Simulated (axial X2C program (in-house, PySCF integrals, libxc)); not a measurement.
## Correcting the dissociation energy of KO for spin–orbit coupling

A spin-free CCSD(T) curve (one-electron X2C) was computed with an in-house relativistic program for diatomic molecules, basis K dyall-cv3z [11s12p6d3f], O dyall-av3z [7s6p3d2f] (cores contracted in-house), for the state M_S = 1/2, Λ = 0 (beyond evenly filled blocks: σα). It gives D0 = 2.677 eV to K + O, which in a spin-free picture are the weighted means of the ground terms.

Correlated methods: 15 electrons correlated (number of frozen shells: K 2 s, 1 p; O 1 s), 237 virtual spin orbitals or spinors in MP2, 90 natural virtuals in coupled cluster.

Measured levels of the ground terms (NIST Handbook of Basic Atomic Spectroscopic Data), in cm⁻¹: K 2S: J = 1/2 at 0; O 3P: J = 2 at 0, J = 1 at 158.3, J = 0 at 227.

The molecular state has Λ = 0, so it has no first-order lowering.

How far does each ground level lie under the (2J+1)-weighted mean of its term?

K: a single level, 0; O: (5 × 0 + 3 × 158.3 + 1 × 227)/9 = 78 cm⁻¹.

Correct D0.

D0 = 2.677 + (0 − 78)/8065.5 = 2.667 eV at CCSD(T) with these spin–orbit terms.

Second-order spin–orbit effects in the molecule, which grow quickly with Z, are left out. The state is a single determinant with fixed occupations, the lowest that a limited PBE0 search found. Dissociation energies refer to the lowest single-determinant-based atoms at the same level and basis. CCSD and (T) use frozen natural virtuals with an MP2 correction for the truncation; (T) itself is uncorrected, so its De runs slightly low. PBE0 can misorder states that lie within some tenths of an eV, so this need not be the ground state of the molecule. The nearest other spin-free determinant of the search, M_S = 1/2, Λ = 1, lies 0.24 eV up at the distance of the search.
